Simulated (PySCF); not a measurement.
# C$_{8}$H$_{10}$O$_{2}$S: calculation and literature

Mapped SMILES: `[CH3:1][S:2](=[O:3])(=[O:4])[CH2:5][c:6]1[cH:7][cH:8][cH:9][cH:10][cH:11]1`. Hydrogens are named by the atom that carries them.

Published estimates (parent shift plus substituent increments) and measurements: δ ¹³C C7/C11 130.6; C8/C10 129.1; C9 129.1 ppm (estimated from measurements, as parent shift plus tabulated substituent increment; solution, not stated per compound (mostly CDCl3 or CCl4); Pretsch, Buehlmann, Badertscher, Structure Determination of Organic Compounds, 4th ed. (2009)).

Theoretical values (PySCF 2.14.0 with density-fitted response routines): PBE0-D3(BJ)/def2-SVP geometry, NMR shieldings at KT2/pcSseg-2/GIAO. Isolated molecule, single conformer, one averaged value for each set of equivalent atoms, no relativistic terms.

**Question.** What does the calculation give, and how does it compare?

**Answer.** 
Reference values: estimated from measurements, as parent shift plus tabulated substituent increment (solution, not stated per compound (mostly CDCl3 or CCl4); Pretsch, Buehlmann, Badertscher, Structure Determination of Organic Compounds, 4th ed. (2009)).
```tsv
atoms	quantity	reference	computed	computed, scaled
C7/C11	δ ¹³C	130.6	129.6	130.9
C8/C10	δ ¹³C	129.1	127.7	128.9
C9	δ ¹³C	129.1	127.6	128.8
```

Computed shifts are σ(ref) − σ with the named reference compound (TMS for H and C) calculated as an isolated molecule at the same level. The measured values may be among those fitted. Expected solution values come from regression of measured δ (H and C: mostly CDCl3, vs TMS) on computed σ: ¹³C: δ = 185.87 − 1.044σ (rms 2.6 ppm, 51 shifts, 3.3 ppm with the 1 outlier that the fit left out). Occasional misses reach two or three times the rms, and more in compound classes unlike the fitted ones.

**Question.** How far are the unscaled ¹³C shifts from the references?

**Answer.** Mean signed difference -1.30 ppm, mean absolute 1.30 ppm over 3 comparisons; the largest is -1.5 ppm at C9 (aromatic CH).

3 of the 6 published NMR values on file for this molecule are compared.
